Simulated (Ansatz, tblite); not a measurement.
Removing and adding an electron: In10N11H28⁺, a nanocrystal cut from wurtzite InN (hydrogen-capped). Total charge 1; singlet. Geometry: r2SCAN-D4/def2-SVP. Ansatz, gas phase; energy differences of separate SCF runs; the oxidised species was run as a doublet alone; the reduced species was run as a doublet alone.

```xyz
49

In    0.995   -3.859   -0.107
N     0.195   -3.924    1.965
N     1.289   -1.763   -0.440
In    1.317   -0.623    1.432
In    2.421    1.521   -1.213
N     1.712    1.417    0.843
N     2.712    3.663   -1.571
In    2.904    4.932    0.274
In   -1.429   -2.586    2.677
N    -0.808   -0.661    1.968
In    0.096    2.742    1.456
N     0.713    4.712    0.722
N    -0.905   -4.280   -1.178
In    0.066   -1.024   -2.113
N     0.622    1.041   -2.315
In   -2.718   -3.006   -0.993
N    -2.983   -3.189    1.209
N    -1.926   -1.032   -1.206
In   -2.269    0.202    0.569
In   -1.081    2.442   -2.059
N    -1.485    2.147    0.104
H     2.205   -5.038   -0.397
H     0.997   -3.758    2.586
H    -0.070   -4.893    2.177
H     2.256   -1.702   -0.790
H     2.315   -1.362    2.639
H     3.832    0.572   -1.525
H     2.519    1.709    1.412
H     3.541    3.802   -2.158
H     1.931    4.030   -2.127
H     3.690    3.911    1.426
H     3.176    6.550   -0.229
H    -1.886   -2.889    4.300
H    -0.872   -0.059    2.802
H    -0.242    2.712    3.151
H     0.438    5.430    1.401
H     0.190    4.943   -0.130
H    -1.173   -5.252   -0.986
H    -0.669   -4.294   -2.178
H     0.158   -2.087   -3.479
H     0.873    1.143   -3.308
H    -4.053   -3.614   -1.877
H    -3.268   -4.151    1.420
H    -3.819   -2.639    1.440
H    -2.513   -0.582   -1.923
H    -3.888    0.037    1.167
H    -0.412    4.046   -2.210
H    -2.428    1.771   -2.925
H    -2.265    2.791    0.296
```

In the def2 sets In takes a core potential; there is no spin–orbit coupling. The xTB rows come from tblite. Single mean-field runs in def2-SVP are fitted with def2-universal-jkfit. HOMO above LUMO, or a gap near zero within one spin, warns that the state may not be the lowest or that an electron is smeared out.

Problem. Estimate orbital energies and vertical ionisation energies and electron affinities at: GFN1-xTB; GFN2-xTB; PBE-D4/def2-SVP; PBE0-D4/def2-SVP; r2SCAN0-D4/def2-SVP.

Solution. 
```tsv
level	−HOMO (eV)	vertical IE (eV)	−LUMO (eV)	vertical EA (eV)	HOMO–LUMO gap (eV)	IE − EA (eV)	remarks
GFN1-xTB	10.81	12.35	7.52	6.15	3.30	6.20	–
GFN2-xTB	13.31	14.88	10.43	8.89	2.88	6.00	–
PBE-D4/def2-SVP	8.65	–	4.54	3.07	4.10	–	gap within one spin near zero (doublet)
PBE0-D4/def2-SVP	9.80	11.01	3.66	2.65	6.14	8.36	–
r2SCAN0-D4/def2-SVP	9.97	11.12	3.53	2.51	6.45	8.61	–
```

Relaxing the oxidised species (r2SCAN-D4/def2-SVP) changes its energy by -0.26 eV at PBE0-D4/def2-SVP, so the adiabatic ionisation energy to this nearest minimum is 10.75 eV.  Relaxing the reduced species (r2SCAN-D4/def2-SVP) changes its energy by -0.43 eV at PBE-D4/def2-SVP, so the adiabatic electron affinity to this nearest minimum is 3.50 eV. At PBE0-D4/def2-SVP it is 3.33 eV.  Run but left out: PBE-D4/def2-SVP (charge +2 doublet: an occupied level 0.02 eV above an empty one).   Raw xTB energy differences between charge states are shifted by several eV; the methods need an empirical correction for them.
